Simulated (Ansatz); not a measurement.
Reaction (isomerisation): `O[SiH2]C(O)Cl` → `CO[SiH](O)Cl`

Computed with Ansatz on PBE0-D4/def2-TZVP structures; ΔE is electronic, products minus reactants. CCSD(T)/CBS adds triple-zeta CCSD(T) − MP2 to the extrapolated MP2 energy (def2 sets, frozen cores). Functionals use def2-TZVPP. B3LYP here is the variant with VWN-RPA as its local correlation; programs differ in this. Each species was taken in one conformer, which may not be the lowest.

`O[SiH2]C(O)Cl`:

Cartesian coordinates in Å:
```
O 0.760 -1.114 1.679
Si -0.304 -0.043 1.036
C -0.093 0.007 -0.853
O -0.891 0.988 -1.391
Cl 1.694 0.351 -1.127
H 1.683 -0.973 1.456
H -0.107 1.348 1.512
H -1.655 -0.547 1.374
H -0.227 -0.966 -1.333
H -0.860 0.948 -2.353
```

`CO[SiH](O)Cl`:

```xyz
10

C    -0.863    0.927   -1.046
O     0.223    0.659   -0.185
Si    0.614   -0.779    0.457
O     1.791   -0.571    1.552
Cl   -1.079   -1.576    1.319
H    -1.811    0.629   -0.591
H    -0.883    2.001   -1.236
H    -0.749    0.406   -2.002
H     1.108   -1.748   -0.533
H     1.649    0.052    2.266
```

```
             level  ΔE (kcal/mol)  difference from CCSD(T)/CBS
            PBE-D4          -61.0                          5.7
         r2SCAN-D4          -65.9                          0.8
           PBE0-D4          -64.2                          2.5
          B3LYP-D4          -65.6                          1.1
           ωB97X-V          -65.8                          0.9
           ωB97M-V          -66.2                          0.5
            B2PLYP          -67.1                         -0.4
               PBE          -61.1                          5.6
            r2SCAN          -65.9                          0.8
              PBE0          -64.3                          2.4
             B3LYP          -65.8                          0.9
     HF/def2-TZVPP          -72.3                         -5.6
    MP2/def2-TZVPP          -68.2                         -1.5
SCS-MP2/def2-TZVPP          -68.0                         -1.3
   CCSD/def2-TZVPP          -67.6                         -0.9
CCSD(T)/def2-TZVPP          -66.4                          0.3
     HF/def2-QZVPP          -72.7                         -6.0
    MP2/def2-QZVPP          -68.5                         -1.8
SCS-MP2/def2-QZVPP          -68.3                         -1.6
      HF/CBS(def2)          -72.8                         -6.1
     MP2/CBS(def2)          -68.5                         -1.8
    CCSD/CBS(def2)          -67.9                         -1.2
       CCSD(T)/CBS          -66.7                            0
```

Largest T1 diagnostic among the species: 0.011.

In def2-TZVPP, CCSD(T) changes the Hartree–Fock value by +5.9 kcal/mol (the triples alone add +1.2 kcal/mol) and MP2 by +4.1 kcal/mol. From PBE to PBE0 (25 % exact exchange), in def2-TZVPP and without D4, ΔE moves by −3.2 kcal/mol.

CCSD(T)/CBS has its own doubt, a few kJ/mol and more with outer-core shells, so smaller differences from it don't rank the levels.
